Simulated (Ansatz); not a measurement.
Relaxation of Ga2Se4⁻ with UKS PBE-D4/def2-SVPD.

```sh
$ ansatz run in.yaml --threads 4 --pin off --events-out ev --progress --plain --max-ram 4787MiB
```

```yaml
crystal:
  periodic: [false, false, false]
  atoms:
    - {symbol: Ga, position_ang: [-1.077030, -2.431600, -0.788960]}
    - {symbol: Ga, position_ang: [-0.246190, 1.128260, 0.593960]}
    - {symbol: Se, position_ang: [1.955870, -0.011530, 0.054290]}
    - {symbol: Se, position_ang: [1.576680, -1.650450, -1.505510]}
    - {symbol: Se, position_ang: [-0.039360, 3.134130, 1.603690]}
    - {symbol: Se, position_ang: [-2.169980, -0.168810, 0.042540]}
basis:
  gaussian: {orbitals: def2-SVPD}
total_charge: -1
magnetization: {spin_polarized: true, initial_magnetization: 1}
hamiltonian: {xc: pbe, dispersion: d4}
scf: {lower_state_search: "off"}
output: {orbitals: {seedname: orbitals}}
relax: {f_tol: 0.02, max_steps: 100}
```

It took 34 s on 4 threads of Intel Xeon 6975P-C on a shared host, peak host memory 0.7 GiB.

Positions (Å) and forces (eV/Å) at steps 1, 2, 3, 4, 5, 6, 7, 8, 9 of 9:

```xyz
6
step=1 energy=-366063.0604 eV
Ga   -1.077   -2.432   -0.789    0.098    0.611    0.053
Ga   -0.246    1.128    0.594    0.013   -0.476   -0.282
Se    1.956   -0.012    0.054   -0.194    0.586    0.488
Se    1.577   -1.650   -1.506   -0.622   -0.357   -0.149
Se   -0.039    3.134    1.604    0.095    0.078    0.030
Se   -2.170   -0.169    0.043    0.610   -0.443   -0.141
6
step=2 energy=-366063.2492 eV
Ga   -1.072   -2.421   -0.817    0.327    0.377   -0.061
Ga   -0.235    1.090    0.555    0.085   -0.066    0.015
Se    1.935    0.070    0.132   -0.042    0.080    0.074
Se    1.412   -1.572   -1.439   -0.325   -0.319   -0.036
Se    0.036    3.098    1.563   -0.034    0.114    0.024
Se   -2.077   -0.266    0.006   -0.011   -0.187   -0.016
6
step=3 energy=-366063.3079 eV
Ga   -0.951   -2.313   -0.840   -0.216    0.027    0.002
Ga   -0.238    1.084    0.557    0.277    0.334    0.148
Se    1.889    0.047    0.140    0.125    0.049    0.027
Se    1.309   -1.627   -1.426    0.350   -0.178   -0.176
Se    0.034    3.113    1.554   -0.115   -0.106   -0.055
Se   -2.043   -0.305    0.015   -0.420   -0.126    0.055
6
step=4 energy=-366063.3451 eV
Ga   -0.959   -2.270   -0.844   -0.016    0.093   -0.042
Ga   -0.227    1.085    0.563    0.163    0.061    0.004
Se    1.910    0.037    0.129   -0.054   -0.030   -0.059
Se    1.364   -1.670   -1.446    0.009   -0.034    0.068
Se    0.002    3.112    1.551   -0.086   -0.023   -0.004
Se   -2.091   -0.294    0.047   -0.016   -0.067    0.033
6
step=5 energy=-366063.3572 eV
Ga   -0.962   -2.217   -0.861   -0.034    0.020   -0.051
Ga   -0.199    1.073    0.556    0.128    0.066    0.014
Se    1.928    0.028    0.114   -0.011    0.023   -0.010
Se    1.373   -1.700   -1.434   -0.030   -0.076    0.016
Se   -0.047    3.099    1.542   -0.057    0.052    0.033
Se   -2.093   -0.283    0.082    0.003   -0.085   -0.002
6
step=6 energy=-366063.3705 eV
Ga   -0.996   -2.152   -0.939    0.024    0.040    0.003
Ga   -0.117    1.101    0.566   -0.082   -0.029    0.006
Se    1.957    0.001    0.070    0.105    0.010   -0.037
Se    1.379   -1.804   -1.408   -0.112    0.057    0.091
Se   -0.179    3.134    1.556    0.021   -0.058   -0.023
Se   -2.043   -0.280    0.154    0.044   -0.020   -0.040
6
step=7 energy=-366063.3755 eV
Ga   -1.009   -2.138   -0.941    0.112   -0.012   -0.021
Ga   -0.128    1.075    0.569    0.082    0.003   -0.034
Se    1.976    0.093   -0.031   -0.041    0.061    0.065
Se    1.380   -1.853   -1.305   -0.103   -0.086   -0.048
Se   -0.159    3.087    1.601   -0.023    0.015    0.016
Se   -2.061   -0.265    0.107   -0.029    0.019    0.023
6
step=8 energy=-366063.3753 eV rejected
Ga   -0.996   -2.119   -0.926   -0.073   -0.069   -0.037
Ga   -0.100    1.076    0.549   -0.069    0.130    0.096
Se    1.987    0.065   -0.006    0.044   -0.021   -0.038
Se    1.363   -1.854   -1.335    0.063    0.021    0.021
Se   -0.200    3.086    1.597    0.020   -0.077   -0.049
Se   -2.054   -0.254    0.121    0.016    0.016    0.006
6
step=9 energy=-366063.3778 eV
Ga   -1.003   -2.135   -0.939    0.014   -0.002   -0.007
Ga   -0.114    1.082    0.562    0.002    0.013    0.005
Se    1.979    0.081   -0.021    0.005    0.005    0.005
Se    1.371   -1.858   -1.318   -0.012   -0.010   -0.003
Se   -0.179    3.090    1.603   -0.003   -0.011   -0.006
Se   -2.053   -0.261    0.113   -0.005    0.005    0.007
```

Another isomer (doublet) lies 0.91 eV lower at PBE0-D4/def2-SVP; other spin states weren't run for this one.
